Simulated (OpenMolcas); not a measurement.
## Ru2+: the spin-orbit constant, worked from levels

```
Program             : OpenMolcas
Basis               : ANO-R2 [7s5p4d2f1g]
Scalar Hamiltonian  : X2C, finite nucleus
Active space        : 12 electrons in 8 orbitals (RAS1 4p, at most 2 holes; RAS2 4d)
State averaging     : 2S+1 = 5 even, 5 roots; 2S+1 = 3 even, 45 roots; 2S+1 = 1 even, 49 roots
Spin-orbit coupling : RASSI with atomic mean-field integrals over the reference wave functions, term energies averaged over their components
```

Methods: RASSCF; MS-RASPT2, IPEA 0.25 Eh, imaginary shift 0.1 Eh (closed shells correlated: 4s). Measured levels: Moore, Atomic Energy Levels, vol. III, NSRDS-NBS 35 (1971 reprint of NBS Circular 467, 1958).

**The spin-orbit constant.** For the Hund term ⁵D of d6, E(J) = (A/2) J(J+1) + constant and ζ = -2S·A = -4A. From J = 0 to J = 4 the energy changes by 10 A.

| Source | E(4) - E(0) | A | ζ |
| --- | --- | --- | --- |
| RASSCF | -2515.7 | -251.6 | 1006 |
| MS-RASPT2 | -2527.2 | -252.7 | 1011 |
| measured | -2476.0 | -247.6 | 990 |

All in cm-1. MS-RASPT2 is off by +2.1 % and RASSCF by +1.6 %. Both methods take the spin-orbit matrix elements from the reference wave functions, so the second can move ζ only through the term energies and any multistate remixing. Second-order mixing with other terms is absorbed into this ζ.

CASPT2 breaks the degeneracy within a term, and the mean is taken; among the terms shown or strongly mixed into the levels shown the widest spread is 26 cm-1 (4d⁶ ⁵D, MS-RASPT2). Active for correlation alone: 4p; no level in the range computed is led by a configuration that opens it, so any true level of that kind is missing. Without dynamic correlation excited terms often stand tens of per cent too high (terms of higher spin than the ground term too low), and those without a measured partner can miss by more than the paired ones (holds for RASSCF). Measured partners are found by configuration, term and J. A level has none where our copy of the source lacks it or the pairing is in doubt (some pairs that miss far off the trend of their configuration count as doubtful), and it then counts in no deviation. Only configurations of the active space appear.
